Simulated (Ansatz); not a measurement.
Geometry optimisation, Ansatz, RKS PBE-D4/def2-SVP.

Input:

```yaml
crystal:
  periodic: [false, false, false]
  atoms:
    - { symbol: C, position_ang: [-1.0781, 0.4241, -0.758] }
    - { symbol: B, position_ang: [-0.1462, -0.5909, -0.1106] }
    - { symbol: C, position_ang: [0.9622, -0.1166, 0.8809] }
    - { symbol: Br, position_ang: [2.7993, -0.5931, 0.1778] }
    - { symbol: H, position_ang: [-1.8417, -0.0617, -1.4528] }
    - { symbol: H, position_ang: [-1.6864, 1.0187, 0.0244] }
    - { symbol: H, position_ang: [-0.5143, 1.2025, -1.3604] }
    - { symbol: H, position_ang: [-0.2191, -1.7188, -0.3732] }
    - { symbol: H, position_ang: [0.9572, 0.9992, 1.0762] }
    - { symbol: H, position_ang: [0.8503, -0.6147, 1.8987] }
basis:
  gaussian: { orbitals: def2-SVP }
hamiltonian:
  xc: pbe
  dispersion: d4
relax:
  f_tol: 0.02
  max_steps: 50
```

Launched with:

```bash
$ ansatz run input.yaml --threads 2 --pin off --max-ram 3072MiB --backend cpu --events-out ev --progress --plain --runs-dir out
```

Where does it end, and by what steps?

It converged. After 15 steps the energy has fallen by 0.368 eV; Br4 moved furthest, 0.83 Å.

| step | energy less start (eV) | largest force component (eV/Å) | accepted |
| --- | --- | --- | --- |
| 0 | 0.0000 | 2.025 | yes |
| 1 | -0.1838 | 0.655 | yes |
| 2 | -0.2256 | 0.221 | yes |
| 3 | -0.2383 | 0.096 | yes |
| 4 | -0.2684 | 0.211 | yes |
| 5 | -0.2951 | 0.329 | yes |
| 6 | -0.3085 | 0.309 | yes |
| 7 | -0.3167 | 0.285 | yes |
| 8 | -0.3368 | 0.140 | yes |
| 9 | -0.3572 | 0.072 | yes |
| 10 | -0.3221 | 0.871 | no |
| 11 | -0.3637 | 0.146 | yes |
| 12 | -0.3655 | 0.178 | yes |
| 13 | -0.3675 | 0.049 | yes |
| 14 | -0.3673 | 0.071 | no |
| 15 | -0.3679 | 0.007 | yes |

```xyz
10
Properties=species:S:1:pos:R:3
C -0.984 0.458 -0.841
B -0.193 -0.549 0.069
C 0.943 -0.079 1.053
Br 2.210 -0.574 -0.412
H -1.246 0.040 -1.834
H -1.958 0.635 -0.326
H -0.502 1.448 -0.974
H -0.497 -1.730 0.101
H 1.094 0.999 1.244
H 1.217 -0.700 1.923
```

Whether the end is a true minimum wasn't checked by a vibrational analysis.

The run took 23 s on 2 threads of Intel(R) Xeon(R) Platinum 8488C (Sapphire Rapids), on a shared host, peak memory 0.16 GiB.
